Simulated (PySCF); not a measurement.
The multiplicity is imposed and other spin states were not computed.

Cartesian coordinates (Å):
```xyz
14

Mo     0.0732     0.0075    -0.0065
O      2.2485    -1.3750    -1.9215
C      1.4557    -0.8836    -1.2287
O      2.2246     2.1478     0.8415
C      1.4296     1.3549     0.5288
O     -2.0627     1.4361     1.9192
C     -1.2962     0.9126     1.2204
O     -0.8498     1.8837    -2.4404
C     -0.5194     1.2022    -1.5586
O      1.0267    -1.8439     2.4405
C      0.6712    -1.1882     1.5509
S     -1.6915    -1.8026    -0.6555
H     -2.8499    -1.1011    -0.8428
H     -1.5343    -1.9688    -2.0034
```
Charge 0, spin multiplicity 1.

Problem. What is the computed HOMO, LUMO, total energy, charge on the central atom (Mulliken) and mean C–O bond length of the carbonyls (TPSSh-D3(BJ)/def2-TZVP // BP86-D3(BJ)/def2-SVP run with PySCF)?

Solution. 
The HOMO is -6.15 eV and the LUMO is -2.55 eV. The total energy comes out as -1034.7072 Ha and the charge on the central atom (Mulliken) is -0.20 e. The mean C–O bond length of the carbonyls comes out as 1.163 Å.
